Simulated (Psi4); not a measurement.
C$_{2}$F$_{3}$N (SMILES N#CC(F)(F)F), singlet, geometry from GFN2-xTB. Base run: PBE/def2-SVP (Psi4 1.11).

The Psi4 input:
```
memory 2 GB

molecule {
0 1
  C    -0.00032390    0.00326018   -0.30776782
  C     0.00123066   -0.01238705    1.16936308
  F    -0.00806551    1.25382298   -0.77656620
  F     1.08144338   -0.60808570   -0.79743600
  F    -1.07587137   -0.62063930   -0.79529858
  N     0.00242871   -0.02444580    2.30773363
}

set basis def2-svp

energy('pbe')
print_variables()
```

Each row names what was changed in the base input (with any setting that the change needs).

```tsv
change	ΔE vs base (mEh)	SCF cycles	grid points	basis functions
base	0.000	9	128803	84
dft_spherical_points = 110	0.116	9	46865	84
cholesky_tolerance = 1e-6 (with scf_type cd)	0.084	9	128803	84
puream = true	0.000	9	128803	84
dft_spherical_points = 434	-0.016	9	184906	84
scf_type = dfdirj+link	0.000	9	128803	84
d_convergence = 1e-4	0.000	9	128803	84
dft_nuclear_scheme = stratmann	-0.018	9	119494	84
e_convergence = 1e-4	0.000	9	128803	84
e_convergence = 1e-10	0.000	10	128803	84
scf_type = cd	-0.703	9	128803	84
dft_spherical_points = 194	-0.079	9	82712	84
diis_max_vecs = 3	0.000	19	128803	84
```
